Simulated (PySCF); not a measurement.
**Deuteron quadrupole couplings in `C#C[P@@](C)(=O)C(C)=O`**

C5H7O2P.
Atom-mapped SMILES: `[CH:1]#[C:2][P@@:3]([CH3:4])(=[O:5])[C:6]([CH3:7])=[O:8]` (hydrogens: H9 on C1; H10, H11, H12 on C4; H13, H14, H15 on C7)

Cartesian coordinates in Å at the PBE0-D3(BJ)/def2-SVP level; atoms count from 1:
```xyz
15
C5H7O2P angstrom
C     -0.1229    2.8915    0.9039
C     -0.2304    1.8111    0.3595
P     -0.2921    0.2420   -0.4729
C     -1.9677   -0.3536   -0.1763
O      0.2078    0.2539   -1.8807
C      0.7700   -0.8150    0.6789
C      2.2056   -0.9125    0.2749
O      0.2632   -1.3628    1.6231
H     -0.0334    3.8505    1.3839
H     -2.0694   -1.3320   -0.6678
H     -2.6882    0.3505   -0.6142
H     -2.1339   -0.4602    0.9043
H      2.7450   -1.6035    0.9355
H      2.2631   -1.2316   -0.7772
H      2.6633    0.0897    0.3142
```

Level: PBE0/pcSseg-1 (PySCF, non-relativistic); Q(2H) = 0.00286 b; rigid geometry, the same for H and D, with no vibrational averaging.

Task: Rank these positions by the coupling χzz of a deuteron there, largest first.
A. H14 (methyl hydrogen)
B. H12 (methyl hydrogen)
C. H9 (alkyne hydrogen)

Result: C (225 kHz), B (196 kHz), A (191 kHz).

Task: What are Vzz, η and χzz (234.96 MHz × Q × Vzz) at all hydrogens?

Result: 
| atom | bonded to | bond length (Å) | Vzz (au) | η | χzz (kHz) |
| --- | --- | --- | --- | --- | --- |
| H9 | C1 | 1.076 | 0.3348 | 0.00 | 225 |
| H10 | C4 | 1.100 | 0.2923 | 0.03 | 196 |
| H11 | C4 | 1.098 | 0.2947 | 0.02 | 198 |
| H12 | C4 | 1.099 | 0.2911 | 0.03 | 196 |
| H13 | C7 | 1.098 | 0.2936 | 0.02 | 197 |
| H14 | C7 | 1.101 | 0.2845 | 0.04 | 191 |
| H15 | C7 | 1.102 | 0.2859 | 0.05 | 192 |

Task: How does χzz go with the bond length over the 7 C–H bonds?

Result: A straight-line fit has a slope of -12.7 kHz for each 0.01 Å, with a correlation coefficient of -0.99, over lengths from 1.076 to 1.102 Å. The longer bonds have the smaller couplings here.

One conformer (not necessarily the lowest) at the PBE0-D3(BJ)/def2-SVP geometry, without solvent, vibrations or thermal averaging. With so small a basis the couplings can be 20 % off.

The run behind these numbers computed NMR shieldings as well. The run took 38 s of wall time (with the writing of density and orbital grids) on Arm Neoverse V1, one thread, shared host, and the process peaked at 0.83 GiB of memory.
